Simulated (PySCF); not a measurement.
C2H6GeO2, SMILES [Ge@H]([CH3])([OH])[CH]=O.

The structure is a stationary point at PBE-D3(BJ)/def2-SVP. The structure was generated by enumeration; whether it is a known compound was not checked. One conformer was computed; it need not be the lowest.

These are TDA-CAM-B3LYP/def2-SVPD (PySCF) values and carry that method's errors.

Vertical excitations. Gas-phase values at a fixed geometry.

Computed lowest excited states:
```tsv
state	energy (eV)	λ (nm)	f	main pairs
S1	3.37	368	0.002	HOMO→LUMO 96 %
S2	6.08	204	0.024	HOMO−1→LUMO 98 %
S3	6.62	187	0.016	HOMO→LUMO+1 50 %, HOMO→LUMO+2 41 %
S4	6.93	179	0.059	HOMO→LUMO+1 40 %, HOMO→LUMO+2 31 %, HOMO→LUMO+3 16 %, HOMO→LUMO+4 10 %
S5	7.17	173	0.002	HOMO−2→LUMO 56 %, HOMO−4→LUMO 12 %, HOMO−1→LUMO+2 11 %
S6	7.22	172	0.015	HOMO−1→LUMO+2 43 %, HOMO−1→LUMO+1 30 %, HOMO−2→LUMO 15 %
S7	7.65	162	0.031	HOMO−3→LUMO 44 %, HOMO→LUMO+3 17 %, HOMO−2→LUMO 11 %, HOMO→LUMO+4 9 %
S8	7.73	160	0.014	HOMO→LUMO+3 54 %, HOMO→LUMO+4 24 %, HOMO−3→LUMO 11 %
S9	7.87	158	0.163	HOMO→LUMO+4 43 %, HOMO−3→LUMO 18 %, HOMO→LUMO+2 12 %
S10	8.02	155	0.031	HOMO−4→LUMO 56 %, HOMO−3→LUMO 14 %, HOMO−2→LUMO 9 %
T1	2.67	464	0	HOMO→LUMO 96 %
T2	5.65	219	0	HOMO−6→LUMO 30 %, HOMO−5→LUMO 27 %, HOMO−3→LUMO 15 %, HOMO−7→LUMO 14 %
T3	5.92	209	0	HOMO−1→LUMO 90 %
T4	6.31	197	0	HOMO→LUMO+1 59 %, HOMO→LUMO+2 32 %
```
Triplets are in the Tamm–Dancoff approximation.
